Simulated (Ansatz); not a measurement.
Job for Ansatz (a quantum-chemistry and plane-wave program): R-CCSD(T)/aug-cc-pVDZ on NH3 (SMILES N).

Ansatz 0.2 input:
```yaml
crystal:
  periodic: [false, false, false]
  atoms:
    - {symbol: N, position_ang: [-0.00002262, 0.00000000, -0.27911755]}
    - {symbol: H, position_ang: [0.94275925, -0.00000000, 0.09307852]}
    - {symbol: H, position_ang: [-0.47141832, 0.81647523, 0.09306951]}
    - {symbol: H, position_ang: [-0.47141832, -0.81647523, 0.09306951]}
basis:
  gaussian:
    orbitals: aug-cc-pVDZ
magnetization: {spin_polarized: false}
correlation: {method: ccsd_t, electrons: outside_noble_gas}
scf: {lower_state_search: off}
```

Output:

```
WARN ansatz: RAYON_NUM_THREADS=1 ignored (pool sized by the plan → 1); use --threads N
Functional definition: HF
these checks for a lower state are left out or cut short: stability, starts, cluster_reference, orbital_swaps, neighbouring_geometries, increment
integrals: 0.02 GiB planned
479 factors; integrals over basis functions are off by at most 8.1e-4 eV
mean field: 0.06 GiB planned
mean field evaluation 1: about -1527.4363 eV, gradient 3.1e1 eV
mean field evaluation 2: about -1527.4359 eV, gradient 3.1e1 eV
mean field evaluation 4: about -1529.4136 eV, gradient 1.6e0 eV
mean field evaluation 8: about -1529.4253 eV, gradient 6.5e-4 eV
mean field -1529.42531372 eV, -56.2053435975 hartree, gradient 2.6e-6 eV, S^2 0.000000; 0 other end points of the search recorded, 0 dependent functions left out
1 core orbitals not correlated
reference -1529.42531372 eV, -56.2053435975 hartree; 4, 4 occupied and 45, 45 virtual orbitals, 479 factors
second order -5.42663194 eV of doubles, -0.00000000 eV of singles
coupled cluster: 0.08 GiB planned
cycle   1  -5.68521080 eV  change   -2.6e-1 eV  update   4.4e-2
cycle   2  -5.81090586 eV  change   -1.3e-1 eV  update   1.3e-2
cycle   3  -5.83633876 eV  change   -2.5e-2 eV  update   5.4e-3
cycle   4  -5.83556576 eV  change    7.7e-4 eV  update   1.3e-3
cycle   5  -5.83552531 eV  change    4.0e-5 eV  update   4.7e-4
cycle   6  -5.83553138 eV  change   -6.1e-6 eV  update   1.4e-4
cycle   7  -5.83549304 eV  change    3.8e-5 eV  update   5.5e-5
cycle   8  -5.83548641 eV  change    6.6e-6 eV  update   2.3e-5
cycle   9  -5.83548565 eV  change    7.7e-7 eV  update   7.2e-6
perturbative correction -0.14864668 eV, -0.0054626649 hartree
Total energy: -1535.40944605 eV, -56.4252564044 hartree
Checks for a lower state left out: stability, starts, cluster_reference, orbital_swaps, neighbouring_geometries, increment
```

Self-consistency was reached.

Cost: around 0.4 core-seconds (rough).
